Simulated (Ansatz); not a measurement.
`C=CBI`. The species carries charge 0 and has multiplicity 1. I takes the def2 core potential.

| atom | x (Å) | y (Å) | z (Å) |
| --- | --- | --- | --- |
| C1 | -0.776 | 0.804 | 0.744 |
| C2 | 0.230 | -0.038 | 0.474 |
| B3 | 0.402 | -0.578 | -0.943 |
| I4 | 1.980 | -1.912 | -1.421 |
| H5 | -1.472 | 1.108 | -0.031 |
| H6 | -0.943 | 1.217 | 1.735 |
| H7 | 0.906 | -0.319 | 1.278 |
| H8 | -0.328 | -0.282 | -1.837 |

(1) List the harmonic frequencies (cm⁻¹, unscaled) at PBE0-D4/def2-TZVP in Ansatz. (Best estimate.)

(2) Is this a minimum?

(3) Give the ideal-gas thermochemistry at 298.15 K and 1 bar (rigid rotor, harmonic oscillator; point group Cs, symmetry number 1).

Answers

(1) Computed: 92, 190, 301, 549, 642, 783, 933, 1033, 1051, 1068, 1116, 1316, 1446, 1657, 2662, 3138, 3164, 3228.

(2) Yes, all 18 modes are real.

(3) Zero-point energy 145.8 kJ/mol; H(298) − E = 161.8 kJ/mol; entropy 318.1 J/(mol·K), of which translation 172.6, rotation 108.4, vibration 37.1; G(298) − E = 67.0 kJ/mol. Modes under 100 cm⁻¹ are hindered rotations or soft bends, so the harmonic entropy is rough.
